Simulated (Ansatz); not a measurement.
Basis sets compared for [CuBr2]- (CuBr2⁻). Total charge -1; singlet. Geometry PBE-D4/def2-TZVPD. Ansatz on 4 threads of AMD EPYC 9R45 on a shared host; times are rough, and most runs start from earlier orbitals.

```csv
atom,x (Å),y (Å),z (Å)
Cu1,0.000,0.000,0.000
Br2,2.011,0.186,1.043
Br3,-2.011,-0.186,-1.043
```

The 6-31G sets use Cartesian d functions. At HF/STO-3G the highest occupied level of the charge -1 singlet lies above zero (up to 3.06 eV). In Hartree–Fock with STO-3G the lack of diffuse functions raises the level.

| level | functions | energy (Eh) | HOMO (eV) | LUMO (eV) | wall time |
| --- | --- | --- | --- | --- | --- |
| HF/STO-3G | 54 | -6709.5796 | 3.06 | 10.18 | 0.2 s |
| HF/6-31G | 87 | -6782.9316 | -5.25 | 6.77 | 0.35 s |
| PBE-D4/def2-SVPD | 116 | -6787.1905 | -0.77 | 2.67 | 0.4 s |
| PBE0-D4/def2-SVPD | 116 | -6787.3747 | -2.42 | 3.25 | 0.65 s |

Estimate the rows for HF/def2-TZVPD, PBE-D4/def2-TZVPD, PBE0-D4/def2-TZVPD.


| level | functions | energy (Eh) | HOMO (eV) | LUMO (eV) | wall time |
| --- | --- | --- | --- | --- | --- |
| HF/def2-TZVPD | 162 | -6783.9797 | -5.71 | 4.27 | 0.75 s |
| PBE-D4/def2-TZVPD | 162 | -6788.0528 | -0.88 | 2.64 | 0.6 s |
| PBE0-D4/def2-TZVPD | 162 | -6788.2280 | -2.48 | 3.17 | 1.2 s |
